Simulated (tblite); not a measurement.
Question: Give a GFN2-xTB geometry of `C1[C]2CC1(C#CC)C2` [radical]. (Doublet state.)

Answer: 
```xyz
17
C8H9 angstrom
C      3.3473   -0.0133   -0.3454
C      1.9197   -0.0055   -0.1196
C      0.7343    0.0001    0.0694
C     -0.6776    0.0047    0.2946
C     -1.6001    1.2401    0.1972
C     -2.4331    0.0095    0.5745
C     -1.3796   -0.4002    1.6102
C     -1.7169   -0.8188   -0.4985
H      3.7532    0.9870   -0.1966
H      3.5607   -0.3346   -1.3646
H      3.8301   -0.6989    0.3507
H     -1.4692    2.0075    0.9538
H     -1.7482    1.6621   -0.7920
H     -1.2339    0.2555    2.4632
H     -1.3300   -1.4487    1.8874
H     -1.6903   -1.8959   -0.3652
H     -1.8734   -0.5387   -1.5356
```

Any rigid rotation of these coordinates is as good. Atoms count from 1 in this order. The 4-membered ring C4–C5–C6–C7 has internal angles of 70.5° to 90.4° (sum 321°, against 360° for a flat polygon); it is puckered, 0.31 Å rms from its mean plane, widest ring torsion 45°. The 4-membered ring C4–C5–C6–C8 has internal angles of 70.6° to 90.4°; it is puckered, 0.31 Å rms from its mean plane, widest ring torsion 45°. C6 (carbon bonded to 3 C) is pyramidal (angles 90.4°, 90.4° and 90.4°, sum 271.3°, 0.88 Å off the plane of its three neighbours). The 4-membered ring C4–C7–C6–C8 has internal angles of 70.5° to 90.4°; it is puckered, 0.31 Å rms from its mean plane, widest ring torsion 45°.

Bonds between heavy atoms (Å): C1–C2 1.445, C2≡C3 1.200, C3–C4 1.430, C4–C5 1.545, C5–C6 1.533, C6–C7 1.533, C6–C8 1.533, C4–C7 1.545, C4–C8 1.545.

The geometry is computed with GFN2-xTB (gas phase). This method treats the open shell by occupation alone, without spin polarisation.

Point group: C3 (every atom within 0.08 Å of its image). Its lowest GFN2-xTB frequency is 14i cm⁻¹, too small to tell a flat minimum from a shallow saddle.
